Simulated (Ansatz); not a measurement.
Cartesian coordinates in Å:
```
C -0.5858 -1.0999 -0.7757
O -0.4294 0.2875 -0.5584
B 0.3119 0.8283 0.4154
O 0.3797 2.1726 0.5154
Br 1.2955 -0.2837 1.6921
H -1.0301 -1.5854 0.0958
H 0.3745 -1.5728 -0.9928
H -1.2484 -1.2179 -1.6321
H 0.9321 2.4713 1.2404
```

The species carries charge 0 and has multiplicity 1.

Task: List the B3LYP/def2-TZVPP orbital energies in eV (Ansatz). (Best estimate.)

Result: Ansatz gave: Occupied: -13139.11, -1700.76, -1532.46, -1532.41, -1532.40, -521.31, -521.28, -278.45, -236.54, -186.02, -177.40, -177.24, -177.21, -71.69, -71.65, -71.63, -71.49, -71.49, -29.04, -28.32, -21.31, -19.57, -15.88, -14.24, -13.02, -12.88, -12.13, -10.82, -10.40, -9.09, -8.77, -8.36, -8.21. Lowest empty: 0.38, 0.53, 1.02, 1.62, 2.21, 2.60, 3.12, 3.31.

B3LYP here is the variant with VWN-RPA as its local correlation; programs differ in this.
